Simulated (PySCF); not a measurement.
H6BNO, singlet, CAM-B3LYP/def2-SVP optimised geometry.

```
9

B     -0.32    -0.08     0.00
H      0.91    -0.08     0.00
H     -0.83     1.04     0.00
O     -0.91    -1.04    -0.87
H     -1.68    -0.70    -1.31
N     -0.64    -0.64     1.56
H     -1.64    -0.68     1.75
H     -0.19    -0.06     2.27
H     -0.27    -1.59     1.64
```

Density from CAM-B3LYP/def2-TZVP (PySCF 2.14.0) at that geometry.

Minimum of the electron density along straight lines between bonded atoms, close to the bond critical point (lines longer than 1.1 times the sum of covalent radii, or with two minima, are not listed):

```csv
bond,length / Å,ρ at the minimum / e bohr⁻³,∇²ρ there / e bohr⁻⁵,position (fraction from the first atom)
B1–H2,1.228,0.172,-0.32,0.43
B1–H3,1.231,0.169,-0.30,0.43
B1–O4,1.425,0.180,0.66,0.33
O4–H5,0.960,0.362,-2.42,0.80
B1–N6,1.692,0.101,0.25,0.31
N6–H7,1.022,0.333,-1.66,0.74
N6–H8,1.021,0.332,-1.68,0.74
N6–H9,1.022,0.332,-1.69,0.74
```
